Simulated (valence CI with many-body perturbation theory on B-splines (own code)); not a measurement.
**Which ion has this spectrum?**

A relativistic CI+MBPT calculation for an atom or ion with 31 electrons gives these levels (cm⁻¹):

```csv
J,Parity,E,g
1/2,odd,0,0.66
3/2,odd,427770,1.33
1/2,even,620658,2.28
3/2,even,965764,1.67
5/2,even,1020562,1.38
3/2,even,1101003,0.95
1/2,even,1124446,1.20
5/2,even,1412896,1.40
3/2,even,1481931,0.91
1/2,even,1552721,1.85
3/2,even,1590051,1.12
5/2,even,1603376,1.21
3/2,odd,1732181,1.33
3/2,odd,1982369,0.51
```

The energies are calculated, and their last digits are not significant.

Question: Which is it?
A. Ho36+
B. Dy35+
C. Er37+
D. Tb34+

Answer: B. Dy35+, ground level (4s^2 4p1/2) J=1/2.
